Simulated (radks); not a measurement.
Charge is removed step by step from the 4d down level of the tellurium ion Te3+, starting from [Kr] 4d(up 5, down 5) 5s2 5p1. Calculated with a radial shooting solver on a logarithmic mesh with Libxc functionals: non-relativistic Kohn-Sham, PBEsol, spin-polarised, spherical densities, point nucleus; open shells are filled with parallel spins first (spin-orbit coupling, left out, can overturn this in heavy ions); relativity is left out, which matters for an element this heavy.

removed (e) = 0: E - E(0) (eV) 0.000; eigenvalue (eV) -74.028; E minus straight line (eV) 0.000
removed (e) = 0.125: E - E(0) (eV) 9.399; eigenvalue (eV) -76.351; E minus straight line (eV) -1.036
removed (e) = 0.25: E - E(0) (eV) 19.089; eigenvalue (eV) -78.693; E minus straight line (eV) -1.780
removed (e) = 0.375: E - E(0) (eV) 29.072; eigenvalue (eV) -81.052; E minus straight line (eV) -2.230
removed (e) = 0.5: E - E(0) (eV) 39.352; eigenvalue (eV) -83.428; E minus straight line (eV) -2.384
removed (e) = 0.625: E - E(0) (eV) 49.930; eigenvalue (eV) -85.821; E minus straight line (eV) -2.241
removed (e) = 0.75: E - E(0) (eV) 60.808; eigenvalue (eV) -88.231; E minus straight line (eV) -1.797
removed (e) = 0.875: E - E(0) (eV) 71.989; eigenvalue (eV) -90.657; E minus straight line (eV) -1.050
removed (e) = 1: E - E(0) (eV) 83.473; eigenvalue (eV) -93.099; E minus straight line (eV) 0.000

Removing the whole electron costs 83.473 eV by Delta-SCF, against 74.028 eV from minus the eigenvalue at the starting occupation. Slater's transition state (half an electron removed) gives 83.428 eV. Integrating minus the eigenvalue over the occupation (Janak's theorem) gives 83.473 eV. The mean slope of the eigenvalue, de/dn, is 19.1 eV per electron.
